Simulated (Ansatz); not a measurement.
The same path of BFH2O + HO (7 atoms, charge 0, multiplicity 2) was run twice with different band settings. Lost on the way: B1–H2. Made: H2–O6.

These are results of UHF/def2-SVP in Ansatz 0.2.0, not measurements.

Relaxed end points:

```xyz
7
Properties=species:S:1:pos:R:3
B -0.009 -0.567 0.045
H 0.161 -1.743 0.170
O 0.907 0.270 -0.444
H 1.738 -0.127 -0.650
F -1.185 -0.055 0.370
O 0.144 0.051 2.952
H -0.672 0.417 2.608
```

```xyz
7
Properties=species:S:1:pos:R:3
B -0.065 -0.467 -1.105
H -0.479 -0.940 2.757
O 0.300 0.479 -0.262
H 0.235 0.251 0.662
F -0.020 -0.283 -2.404
O 0.167 -0.326 2.442
H 0.945 -0.467 2.962
```

Common settings: movable images 9; climbing image yes; spring 5.0 eV/Å²; optimiser quadratic models (default); start path through a guess of the saddle point; force threshold 0.05 eV/Å; end points relaxed.

| run | iteration limit |
| --- | --- |
| 1 | 60 |
| 2 | 3 |

**Question.** What does each run give, and how far can it be trusted?

**Answer.** Run 1: converged after 53 iterations, highest image 1.365 eV above the first end. The profile has 3 maxima (images 1, 4, 6) with wells between them (images 3, 5): this band takes more than one step, which may be the mechanism or a detour left from its start path. A structure lower than the first end lies on the path between it and the top, so the climb from that side starts below the end, which may itself be a saddle point or a shallow side well. Neighbouring images differ by up to 1.3 eV, so the band resolves the path poorly. A vibrational analysis at the climbing image gives one clearly imaginary mode, 2713i cm⁻¹: a first-order saddle point.
Run 2: not converged after 3 iterations, highest image 2.798 eV above the first end. The band didn't meet its force threshold, so its energies are provisional: the largest band force was still 18.59 eV/Å, and over the last iterations the top moved between 2.80 and 19.30 eV.
